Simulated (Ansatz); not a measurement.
Cost and result for the atomization energy of ClF2Ge (`[F][Ge]([F])[Cl]`) radical (4 atoms, 3 bonds).

Charge 0, multiplicity 2. Correlated methods include outer-core shells of Ge, which these sets cover unevenly. Scalar relativity is left out up to krypton. The geometry is a stationary point of PBE0-D4/def2-TZVP. Program: Ansatz. Hardware: A = 2 threads of a server CPU on a shared host; B = 2 threads of an AMD EPYC 7R13 on a shared host and a share of an NVIDIA H100 80 GB. Times are those of one run each, without the atoms' runs, and a repeat can differ threefold. Electronic energies, without spin–orbit coupling; frozen cores. CCSD(T)/CBS adds CCSD(T) − MP2 in def2-TZVPP to the MP2 limit, and its time is that of the two runs behind it. T1 = 0.014; ⟨S²⟩ of the reference is 0.76. With those shells the extrapolation isn't a true limit. HSE06 is the plane-wave form, built on full-range PBE exchange.

CCSD(T)/CBS is a level of theory with its own doubt, some kJ/mol a heavy atom from the limit and from the frozen cores, so smaller differences don't rank the functionals.

```json
{"level": "LDA (SPW92)/def2-TZVPP [A]", "functions": "152", "wall time": "2.2 s"}
{"level": "PBE-D4/def2-TZVPP (with forces) [A]", "functions": "152", "wall time": "3.9 s"}
{"level": "HSE06-D4/def2-TZVPP [A]", "functions": "152", "wall time": "5.5 s"}
{"level": "PBE0-D4/def2-TZVPP [A]", "functions": "152", "wall time": "6 s"}
{"level": "r2SCAN-D4/def2-TZVPP (with forces) [A]", "functions": "152", "wall time": "7.5 s"}
{"level": "PBE-QIDH/def2-TZVPP [A]", "functions": "152", "wall time": "7.5 s"}
{"level": "CCSD(T)/def2-SVP [A]", "functions": "78", "wall time": "8.5 s"}
{"level": "CCSD(T)/def2-TZVPP [B]", "functions": "152", "wall time": "9 s"}
{"level": "B97M-V/def2-TZVPP [A]", "functions": "152", "wall time": "9 s"}
{"level": "RPA@PBE/def2-TZVPP [A]", "functions": "152", "wall time": "9 s"}
{"level": "CCSD(T)/def2-QZVPP [B]", "functions": "273", "wall time": "13 s"}
{"level": "ωB97M-V/def2-TZVPP (with forces) [A]", "functions": "152", "wall time": "15 s"}
{"level": "CCSD(T)/CBS(def2)", "functions": "–", "wall time": "22 s"}
```

Question: What atomization energy does each give, and how far from CCSD(T)/CBS? (Best estimate.)

Answer: Ansatz gave: 
```
                                 level  atomization (kcal/mol)  difference from CCSD(T)/CBS  per bond
            LDA (SPW92)/def2-TZVPP [A]                   364.7                         64.8      21.6
   PBE-D4/def2-TZVPP (with forces) [A]                   313.9                         14.0       4.7
               HSE06-D4/def2-TZVPP [A]                   298.7                         -1.2      -0.4
                PBE0-D4/def2-TZVPP [A]                   298.4                         -1.5      -0.5
r2SCAN-D4/def2-TZVPP (with forces) [A]                   307.5                          7.6       2.5
               PBE-QIDH/def2-TZVPP [A]                   297.9                         -2.0      -0.7
                  CCSD(T)/def2-SVP [A]                   271.0                        -28.9      -9.6
                CCSD(T)/def2-TZVPP [B]                   292.0                         -7.9      -2.6
                 B97M-V/def2-TZVPP [A]                   306.8                          6.9       2.3
                RPA@PBE/def2-TZVPP [A]                   262.5                        -37.4     -12.5
                CCSD(T)/def2-QZVPP [B]                   300.0                          0.1       0.0
  ωB97M-V/def2-TZVPP (with forces) [A]                   300.1                          0.2       0.1
                     CCSD(T)/CBS(def2)                   299.9                          0.0       0.0
```

In def2-TZVPP, CCSD(T) changes the Hartree–Fock value by +88.7 kcal/mol (the triples alone add +8.4 kcal/mol) and MP2 by +108.4 kcal/mol; breaking electron pairs costs correlation energy, which Hartree–Fock lacks. From PBE to PBE0 (25 % exact exchange), in def2-TZVPP and without D4, the atomization energy moves by −15.2 kcal/mol: exact exchange takes away binding that semilocal exchange gives to molecules. At CCSD(T), def2-SVP lies −28.9 kcal/mol from the extrapolated value and def2-TZVPP −7.9 kcal/mol: correlation converges slowly with the basis, and small sets miss more of it in the bonded molecule than in its fragments.
